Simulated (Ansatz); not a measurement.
Input for Ansatz (an electronic-structure program): U-BHLYP/def2-TZVPP on LiB, 2S+1 = 3, a spin state set in the input, which need not be the lowest, a point of a bond scan (R = 2.140 Å).

Ansatz 0.2 input:
```yaml
crystal:
  periodic: [false, false, false]
  atoms:
    - {symbol: Li, position_ang: [0.00000000, 0.00000000, 0.00000000]}
    - {symbol: B, position_ang: [0.00000000, 0.00000000, 2.13987200]}
basis:
  gaussian:
    orbitals: def2-TZVPP
    pivot_positions_ang: [[0.00000000, 0.00000000, 0.00000000], [0.00000000, 0.00000000, 2.13987200]]
hamiltonian:
  xc: {name: BHLYP}
magnetization: {spin_polarized: true, initial_magnetization: 2}
output: {forces: true, orbitals: {seedname: ./end}}
```

Program output:

```
WARN ansatz: RAYON_NUM_THREADS=1 ignored (pool sized by the plan → 1); use --threads N
Functional definition: BHLYP
integrals: 0.01 GiB planned
354 factors; their error is unknown
mean field: 0.10 GiB planned
mean field evaluation 1: about -875.0649 eV, gradient 8.0e0 eV
mean field evaluation 2: about -875.5005 eV, gradient 3.8e0 eV
mean field evaluation 4: about -875.6604 eV, gradient 1.7e-1 eV
mean field evaluation 8: about -875.6631 eV, gradient 9.2e-3 eV
mean field evaluation 16: about -875.6631 eV, gradient 1.6e-5 eV
mean field -875.66310753 eV, -32.1800256561 hartree, gradient 1.6e-5 eV, S^2 2.004635; 2 other end points of the search recorded, 0 dependent functions left out
the calculation of the forces begins
reference -875.66323522 eV, -32.1800303486 hartree; 5, 3 occupied and 45, 47 virtual orbitals, 354 factors
Total energy: -875.66323522 eV, -32.1800303486 hartree
Atom 0 at     0.000000     0.000000     0.000000 Å, force     0.000000    -0.000000     0.138244 eV/Å
Atom 1 at     0.000000     0.000000     2.139872 Å, force    -0.000000     0.000000    -0.138244 eV/Å
Dipole moment:     0.000000    -0.000000    -1.271445 e Å
```

The run converged.

Cost: very roughly 1.5 core-seconds.
